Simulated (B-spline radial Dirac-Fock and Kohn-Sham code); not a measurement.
**Dipole and non-dipole photoemission parameters of C 2p3/2**

System: the free carbon atom, configuration [He] 2s2 2p2; threshold 8.21 eV (orbital energy of the model). Model: Dirac-Hartree-Slater photoionisation with a Latter tail; cross sections with all multipoles, angular parameters from the dipole term and its interference with E2. Program: a B-spline atomic structure program.

The run's input, task.json:

```json
{"items": [{
  "Z": 6,
  "q": 0,
  "cfg": [[1, 0, 2], [2, 0, 2], [2, 1, 2]],
  "A": 12,
  "rrms": 2.4702,
  "do": "xps",
  "hv": [57.6, 60, 63.0, 81.9, 93.6, 177.0, 180.0, 207.0, 211.0, 231.0, 400, 478.0, 554.0, 718.0, 783.0, 1000, 1253.6, 1270.0, 1770.0, 1810.0, 2060.0, 2260.0, 3060.0, 3550.0, 4000, 5180.0, 5414.7, 6000, 7380.0, 8047.8],
  "edges": {"K": 284.2}
}]}
```

Launch: `python xray2_run.py task.json out`

For linearly polarised light dσ/dΩ = σ/(4π) [1 + β P₂(cos θ) + (δ + γ cos²θ) sin θ cos φ], with θ from the polarisation vector and φ the angle between the beam and the projection of the electron momentum on the plane normal to the polarisation.

```tsv
hν (eV)	σ (kb)	β	γ	δ
57.6	484	1.516	0.078	0.007
60	436	1.515	0.082	0.007
63	384	1.513	0.087	0.007
81.9	187	1.482	0.118	0.009
93.6	128	1.454	0.134	0.010
177	18.8	1.209	0.199	0.018
180	17.8	1.200	0.201	0.018
207	11.5	1.132	0.212	0.021
211	10.8	1.123	0.213	0.021
231	8.11	1.078	0.220	0.024
400	1.39	0.812	0.263	0.041
478	0.767	0.732	0.282	0.048
554	?	?	?	?
718	0.188	0.563	0.326	0.068
783	0.138	0.530	0.336	0.074
1000	0.0568	0.447	0.363	0.090
1253.6	0.0247	0.383	0.391	0.106
1270	0.0235	0.379	0.393	0.107
1770	0.00667	0.283	0.452	0.135
1810	0.00611	0.276	0.456	0.137
2060	0.00368	0.234	0.475	0.150
2260	0.00255	0.205	0.486	0.160
3060	0.000756	0.122	0.502	0.197
3550	0.000417	0.100	0.508	0.215
4000	0.000259	0.093	0.522	0.231
5180	9.28e-05	0.095	0.593	0.264
5414.7	7.78e-05	0.095	0.612	0.270
6000	5.15e-05	0.091	0.657	0.285
7380	2.21e-05	0.064	0.746	0.321
8047.8	1.54e-05	0.047	0.772	0.339
```

Q: Give the values at 554 eV.

A: σ = 0.465 kb, β = 0.668, γ = 0.298, δ = 0.054.

Values without a named source are computed, but for edge energies of neutral atoms, which are taken from tables.
